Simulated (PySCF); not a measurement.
```json
{"wavenumber (cm⁻¹)": "0", "absorption (km/mol per cm⁻¹)": "0.002"}
{"wavenumber (cm⁻¹)": "6", "absorption (km/mol per cm⁻¹)": "0.003"}
{"wavenumber (cm⁻¹)": "11", "absorption (km/mol per cm⁻¹)": "0.003"}
{"wavenumber (cm⁻¹)": "17", "absorption (km/mol per cm⁻¹)": "0.004"}
{"wavenumber (cm⁻¹)": "22", "absorption (km/mol per cm⁻¹)": "0.005"}
{"wavenumber (cm⁻¹)": "28", "absorption (km/mol per cm⁻¹)": "0.006"}
{"wavenumber (cm⁻¹)": "34", "absorption (km/mol per cm⁻¹)": "0.009"}
{"wavenumber (cm⁻¹)": "39", "absorption (km/mol per cm⁻¹)": "0.015"}
{"wavenumber (cm⁻¹)": "45", "absorption (km/mol per cm⁻¹)": "0.033"}
{"wavenumber (cm⁻¹)": "50", "absorption (km/mol per cm⁻¹)": "0.108"}
{"wavenumber (cm⁻¹)": "56", "absorption (km/mol per cm⁻¹)": "0.126"}
{"wavenumber (cm⁻¹)": "62", "absorption (km/mol per cm⁻¹)": "0.059"}
{"wavenumber (cm⁻¹)": "67", "absorption (km/mol per cm⁻¹)": "0.100"}
{"wavenumber (cm⁻¹)": "73", "absorption (km/mol per cm⁻¹)": "0.044"}
{"wavenumber (cm⁻¹)": "78", "absorption (km/mol per cm⁻¹)": "0.018"}
{"wavenumber (cm⁻¹)": "84", "absorption (km/mol per cm⁻¹)": "0.010"}
{"wavenumber (cm⁻¹)": "90", "absorption (km/mol per cm⁻¹)": "0.008"}
{"wavenumber (cm⁻¹)": "95", "absorption (km/mol per cm⁻¹)": "0.006"}
{"wavenumber (cm⁻¹)": "101", "absorption (km/mol per cm⁻¹)": "0.006"}
{"wavenumber (cm⁻¹)": "106", "absorption (km/mol per cm⁻¹)": "0.005"}
{"wavenumber (cm⁻¹)": "112", "absorption (km/mol per cm⁻¹)": "0.005"}
{"wavenumber (cm⁻¹)": "118", "absorption (km/mol per cm⁻¹)": "0.005"}
{"wavenumber (cm⁻¹)": "123", "absorption (km/mol per cm⁻¹)": "0.005"}
{"wavenumber (cm⁻¹)": "129", "absorption (km/mol per cm⁻¹)": "0.006"}
{"wavenumber (cm⁻¹)": "135", "absorption (km/mol per cm⁻¹)": "0.006"}
{"wavenumber (cm⁻¹)": "140", "absorption (km/mol per cm⁻¹)": "0.006"}
{"wavenumber (cm⁻¹)": "146", "absorption (km/mol per cm⁻¹)": "0.007"}
{"wavenumber (cm⁻¹)": "151", "absorption (km/mol per cm⁻¹)": "0.007"}
{"wavenumber (cm⁻¹)": "157", "absorption (km/mol per cm⁻¹)": "0.008"}
{"wavenumber (cm⁻¹)": "163", "absorption (km/mol per cm⁻¹)": "0.009"}
{"wavenumber (cm⁻¹)": "168", "absorption (km/mol per cm⁻¹)": "0.010"}
{"wavenumber (cm⁻¹)": "174", "absorption (km/mol per cm⁻¹)": "0.011"}
{"wavenumber (cm⁻¹)": "179", "absorption (km/mol per cm⁻¹)": "0.013"}
{"wavenumber (cm⁻¹)": "185", "absorption (km/mol per cm⁻¹)": "0.015"}
{"wavenumber (cm⁻¹)": "191", "absorption (km/mol per cm⁻¹)": "0.017"}
{"wavenumber (cm⁻¹)": "196", "absorption (km/mol per cm⁻¹)": "0.020"}
{"wavenumber (cm⁻¹)": "202", "absorption (km/mol per cm⁻¹)": "0.024"}
{"wavenumber (cm⁻¹)": "207", "absorption (km/mol per cm⁻¹)": "0.030"}
{"wavenumber (cm⁻¹)": "213", "absorption (km/mol per cm⁻¹)": "0.037"}
{"wavenumber (cm⁻¹)": "219", "absorption (km/mol per cm⁻¹)": "0.048"}
{"wavenumber (cm⁻¹)": "224", "absorption (km/mol per cm⁻¹)": "0.064"}
{"wavenumber (cm⁻¹)": "230", "absorption (km/mol per cm⁻¹)": "0.090"}
{"wavenumber (cm⁻¹)": "235", "absorption (km/mol per cm⁻¹)": "0.136"}
{"wavenumber (cm⁻¹)": "241", "absorption (km/mol per cm⁻¹)": "0.226"}
{"wavenumber (cm⁻¹)": "247", "absorption (km/mol per cm⁻¹)": "0.443"}
{"wavenumber (cm⁻¹)": "252", "absorption (km/mol per cm⁻¹)": "1.164"}
{"wavenumber (cm⁻¹)": "258", "absorption (km/mol per cm⁻¹)": "4.278"}
{"wavenumber (cm⁻¹)": "263", "absorption (km/mol per cm⁻¹)": "2.609"}
{"wavenumber (cm⁻¹)": "269", "absorption (km/mol per cm⁻¹)": "0.765"}
{"wavenumber (cm⁻¹)": "275", "absorption (km/mol per cm⁻¹)": "0.333"}
{"wavenumber (cm⁻¹)": "280", "absorption (km/mol per cm⁻¹)": "0.183"}
{"wavenumber (cm⁻¹)": "286", "absorption (km/mol per cm⁻¹)": "0.115"}
{"wavenumber (cm⁻¹)": "291", "absorption (km/mol per cm⁻¹)": "0.078"}
{"wavenumber (cm⁻¹)": "297", "absorption (km/mol per cm⁻¹)": "0.057"}
{"wavenumber (cm⁻¹)": "303", "absorption (km/mol per cm⁻¹)": "0.043"}
{"wavenumber (cm⁻¹)": "308", "absorption (km/mol per cm⁻¹)": "0.034"}
{"wavenumber (cm⁻¹)": "314", "absorption (km/mol per cm⁻¹)": "0.027"}
{"wavenumber (cm⁻¹)": "319", "absorption (km/mol per cm⁻¹)": "0.023"}
{"wavenumber (cm⁻¹)": "325", "absorption (km/mol per cm⁻¹)": "0.019"}
{"wavenumber (cm⁻¹)": "331", "absorption (km/mol per cm⁻¹)": "0.016"}
```

This is the computed harmonic infrared spectrum of singlet [SnI3]+, Lorentzian lines of 8 cm⁻¹ full width. Method: PySCF, PBE0, basis Sn def2-SVP with ECP28, I def2-SVP with ECP28 (scalar-relativistic core potentials, no spin–orbit coupling, density fitting).

Question: Which bands make it up, and how are they assigned?

Answer: In D3h symmetry, counting bands above 1 % of the strongest: 54 cm⁻¹ (e', 2.0 km/mol); 68 cm⁻¹ (a2'', 1.1 km/mol); 260 cm⁻¹ (e', 64 km/mol).

Other isomers or separated fragments may lie lower.
